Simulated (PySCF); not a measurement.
# Se²⁺ (selenium, charge +2) across methods

[Ar] 3d10 4s2 4p2, high-spin 3P determinant. All numbers are calculated (PySCF 2.14, no relativity, point nucleus, in def2-QZVPPD (12s8p5d4f1g, 98 functions)).

```
   method  E (hartree)  mean ε 4s α (eV)  mean ε 4s β (eV)  mean ε 4p α (eV)  Σ⟨r²⟩ (bohr²)   ⟨S²⟩
CAM-B3LYP    -2400.522           -41.383           -38.653           -29.077          24.21  2.002
      PBE    -2400.040           -37.713           -35.647           -26.269          24.18  2.002
    M06-L    -2400.333           -38.177           -35.623           -26.460          24.06  2.003
    HSE06    -2400.099           -39.347           -36.595           -27.304          24.17  2.002
      UHF  -2398.79366           -45.053           -39.094           -31.410          24.39  2.008
      LDA    -2396.966           -37.905           -36.091           -26.305          24.13  2.001
     PBE0    -2400.114           -39.774           -36.843           -27.749          24.17  2.003
   r2SCAN    -2400.376           -38.483           -35.808           -26.783          24.12  2.004
     BLYP    -2400.453           -37.520           -35.780           -26.005          24.21  2.001
```
